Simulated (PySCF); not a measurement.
# Magnetic susceptibility: `N#[C][Ge@H]([SiH3])[GeH3]`, CH₇Ge₂NSi

Molfile (atoms numbered from 1):
```
CH7Ge2NSi
     RDKit          3D

 12 11  0  0  0  0  0  0  0  0999 V2000
    0.0525    3.1857   -0.7018 N   0  0  0  0  0  0  0  0  0  0  0  0
    0.0555    2.1356   -0.2417 C   0  0  0  0  0  0  0  0  0  0  0  0
    0.0623    0.3590    0.4881 Ge  0  0  2  0  0  4  0  0  0  0  0  0
    2.1162   -0.6946   -0.0187 Si  0  0  0  0  0  4  0  0  0  0  0  0
   -2.0601   -0.5552   -0.1676 Ge  0  0  0  0  0  4  0  0  0  0  0  0
   -0.0705    0.7221    1.9640 H   0  0  0  0  0  0  0  0  0  0  0  0
    2.1216   -2.0125    0.6188 H   0  0  0  0  0  0  0  0  0  0  0  0
    3.2235    0.1090    0.4948 H   0  0  0  0  0  0  0  0  0  0  0  0
    2.2394   -0.8523   -1.4682 H   0  0  0  0  0  0  0  0  0  0  0  0
   -2.3068   -1.9134    0.4266 H   0  0  0  0  0  0  0  0  0  0  0  0
   -2.1882   -0.7585   -1.6492 H   0  0  0  0  0  0  0  0  0  0  0  0
   -3.2443    0.2745    0.2291 H   0  0  0  0  0  0  0  0  0  0  0  0
  1  2  3  0
  2  3  1  0
  3  4  1  0
  3  5  1  0
  3  6  1  1
  4  7  1  0
  4  8  1  0
  4  9  1  0
  5 10  1  0
  5 11  1  0
  5 12  1  0
M  END
```

Computed with PySCF, GIAO KT2/cc-pVDZ magnetisability, rotational g tensor and spin-rotation constants, non-relativistic, gas phase. Geometry: GFN2-xTB.

The calculation is non-relativistic, which matters for the atoms heavier than Zn.

(1) How diamagnetic is it, and how anisotropic?

(2) Split it along the inertial axes a, b, c into diamagnetic and paramagnetic parts about the centre of mass, with the quadrupole moment.

(3) And the rotational g tensor?

Answers

(1) Isotropic -1541 × 10⁻³⁰ J/T², or -92.8 × 10⁻⁶ cm³/mol; principal values -1667, -1487, -1468 × 10⁻³⁰ J/T², anisotropy 191 × 10⁻³⁰ J/T² (root of half the summed squared differences of the principal values). The susceptibility is in cgs units.

(2) 
| axis | χ (10⁻⁶ cm³/mol) | diamagnetic (10⁻⁶ cm³/mol) | paramagnetic (10⁻⁶ cm³/mol) | summed x² of all electrons (Å²) | quadrupole Θ (D Å) |
| --- | --- | --- | --- | --- | --- |
| a | -90.1 | -726.9 | 636.8 | 245.9 | +6.17 |
| b | -98.7 | -1182.9 | 1084.2 | 138.5 | -10.89 |
| c | -89.6 | -1630.9 | 1541.4 | 32.9 | +4.72 |

Anisotropies 2χaa − χbb − χcc = +8.0 and 2χbb − χaa − χcc = -17.6 × 10⁻⁶ cm³/mol. Θ is traceless in Buckingham's convention.

(3) 
```tsv
axis	rotational constant (GHz)	g	nuclear part	electronic part
a	1.9098	-0.0262	0.5451	-0.5713
b	1.0218	-0.0051	0.5153	-0.5204
c	0.7261	-0.0099	0.5159	-0.5258
```
Asymmetric top; isotopes 12C, 74Ge, 1H, 14N, 28Si; no vibrational averaging.
